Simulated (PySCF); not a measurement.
Sn(H)2(NH2)(NMe2) (C2H10N2Sn), SMILES C[N](C)[SnH2][NH2].

The structure is a stationary point at r2SCAN-D4/def2-SVP. The def2 effective core potentials stand for the cores of Sn; spin–orbit coupling is left out. One conformer was computed; it need not be the lowest.

Vertical ionisation energy (IE) and electron affinity (EA) in eV. Rows of orbital energies are one-electron estimates. Where ΔSCF, EOM or ADC give a negative EA the extra electron is unbound and the value depends on the basis.

| level | IE | EA |
|---|---|---|
| −ε(HOMO), −ε(LUMO), HF/def2-TZVP (PySCF) | 9.11 | -2.33 |
| −ε(HOMO), −ε(LUMO), PBE/def2-TZVP (PySCF) | 4.62 | 0.86 |
